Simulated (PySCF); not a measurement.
Two species compared at the same levels of theory.

First species: C4H11NSi.
Numbering: `[CH2:1]=[N:2][Si@H:3]([CH3:4])[CH2:5][CH3:6]` (hydrogens: H7, H8 on C1; H9 on Si3; H10, H11, H12 on C4; H13, H14 on C5; H15, H16, H17 on C6)

Second species: C4H4ClFO.
SMILES: `C/C=C(\Cl)C(=O)F`

Levels: PBE0/def2-SVPD for dipole moment, HOMO energy, LUMO energy, HOMO–LUMO gap, static isotropic polarisability and electronic spatial extent ⟨r²⟩ about the centre of nuclear charge; TDDFT PBE0/def2-SVPD for lowest singlet excitation; TDA PBE0/def2-SVPD for lowest triplet excitation (Tamm–Dancoff); GFN2-xTB for rotational constant A and rotational constant C. Geometries: GFN2-xTB. Each structure is a single optimised conformer of the isolated species, non-relativistic unless stated. Electronic properties by PySCF.

Dipoles, sizes and rotational constants follow the conformer. The torsions of the flexible species, by atom-mapped SMILES:
- `[CH2:1]=[N:2][Si@H:3]([CH3:4])[CH2:5][CH3:6]`: C1–N2–Si3–C4 -124°, N2–Si3–C5–C6 -63°
- `[CH3:1]/[CH:2]=[C:3](\[Cl:4])[C:5](=[O:6])[F:7]`: C2–C3–C5–O6 -177°

Which has the higher rotational constant A?

The first: 2.937 GHz against 2.907 GHz, a difference of 0.030 GHz.

Which of the two has the higher S1 energy, and by how much?

The second: 5.22 eV against 4.00 eV, a difference of 1.22 eV.

Which of the two has the higher static isotropic polarisability, and by how much?

The first: 84.4 au against 67.7 au, a difference of 16.7 au.

Which of the two has the higher LUMO energy, and by how much?

The first: -0.75 eV against -2.20 eV, a difference of 1.45 eV.

Which has the higher dipole moment?

The second: 4.33 D against 0.75 D, a difference of 3.58 D.

Which of the two has the higher HOMO–LUMO gap, and by how much?

The first: 6.09 eV against 5.90 eV, a difference of 0.19 eV.

Which of the two has the higher rotational constant C, and by how much?

The first: 1.452 GHz against 1.129 GHz, a difference of 0.323 GHz.

Which of the two has the higher ⟨r²⟩, and by how much?

The second: 957 bohr² against 908 bohr², a difference of 49 bohr².

On the first: The polarisability is 12.51 Å³ as a volume (1 au = 0.148185 Å³), or 1.51 au for each of the 56 electrons. In atomic units the dipole is 0.29 e·bohr (1 au = 2.5417 D).

On the second: No computed singlet falls in the visible range (750 to 380 nm, 1.65 to 3.26 eV); S1 lies 1.96 eV above its blue end. S1 lies 0.68 eV below the HOMO–LUMO gap; its leading configuration is HOMO−1→LUMO, weight 0.83.
